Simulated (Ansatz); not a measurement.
Gas-phase electronic energies from Ansatz, PBE0-D4/def2-TZVP geometries. CCSD(T)/CBS adds triple-zeta CCSD(T) − MP2 to the extrapolated MP2 energy (def2 sets, frozen cores). This one scheme is used for every species. Functionals use def2-TZVPP. B3LYP here is the variant with VWN-RPA as its local correlation; programs differ in this. Open shells (•) are unrestricted, without spin–orbit coupling. One conformer a species, not always the lowest.

Consider the homolysis of the C–N bond: `BN(C)CF` → `[CH2]F`• + `B[N]C`•.

```
             level  ΔE (kcal/mol)  difference from CCSD(T)/CBS
         r2SCAN-D4           91.1                        -13.2
           ωB97M-V          101.8                         -2.5
               PBE           92.6                        -11.7
              PBE0           95.4                         -8.9
             B3LYP           90.7                        -13.6
     HF/def2-TZVPP           73.0                        -31.3
    MP2/def2-TZVPP          111.4                          7.1
CCSD(T)/def2-TZVPP          102.3                         -2.0
    MP2/def2-QZVPP          112.4                          8.1
SCS-MP2/def2-QZVPP          110.6                          6.3
       CCSD(T)/CBS          104.3                            0
```

Largest T1 diagnostic among the species: 0.024.

From PBE to PBE0 (25 % exact exchange), in def2-TZVPP and without D4, ΔE moves by +2.8 kcal/mol. The D4 term adds +3.3 kcal/mol with B3LYP and +1.8 kcal/mol with PBE0; it sums over pairs of atoms, weighted by their polarisabilities, and B3LYP, whose exchange is more repulsive, gets the larger term.
